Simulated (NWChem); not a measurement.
A series in which one site is exchanged, each optimised at PBE0/def2-SVP with NWChem, gas phase unless a solvent is named. For some, no frequency run checked for a minimum. def2 effective core potentials on Te, I; no spin-orbit coupling.

A: Br[Te]I (TeIBr; site = Te)
B: Br[Se]I (SeIBr; site = Se)
C: [Br][Zn][I] (ZnIBr; site = Zn)
D: [Br][Mg][I] (MgIBr; site = Mg)

Problem. Rank them by dipole (D), PBE0/def2-SVP, lowest first.

Solution. D (0.33), C (0.39), B (0.59), A (1.38)
